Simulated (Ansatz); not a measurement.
Isolated molecules relaxed with PBE0-D4/def2-TZVP in Ansatz; ΔE leaves out vibrations. CCSD(T)/CBS adds triple-zeta CCSD(T) − MP2 to the extrapolated MP2 energy (def2 sets, frozen cores). One conformer a species, not always the lowest.

Reaction (ligand exchange at the Si–O bond): `CO[SiH2]O[SiH](O)O` + `[SiH3]S` → `CO[SiH2]S[SiH3]` + `O[SiH](O)O`

| species | CCSD(T)/CBS(def2) energy (Eh) |
| --- | --- |
| `CO[SiH2]O[SiH](O)O` | -921.97053 |
| `[SiH3]S` | -689.27336 |
| `CO[SiH2]S[SiH3]` | -1094.05100 |
| `O[SiH](O)O` | -517.17167 |

Work out ΔE.

ΔE = (-1094.05100) + (-517.17167) − (-921.97053) − (-689.27336) = 0.02122 Eh = +55.7 kJ/mol.

Largest T1 diagnostic among the species: 0.012.

From PBE to PBE0 (25 % exact exchange), in def2-TZVPP and without D4, ΔE moves by +4.8 kJ/mol. In def2-TZVPP, CCSD(T) changes the Hartree–Fock value by −17.5 kJ/mol (the triples alone add −3.7 kJ/mol) and MP2 by −23.1 kJ/mol. The D4 term adds −3.7 kJ/mol with B3LYP and −1.9 kJ/mol with PBE0; it sums over pairs of atoms, weighted by their polarisabilities, and B3LYP, whose exchange is more repulsive, gets the larger term.

B3LYP here is the variant with VWN-RPA as its local correlation; programs differ in this.
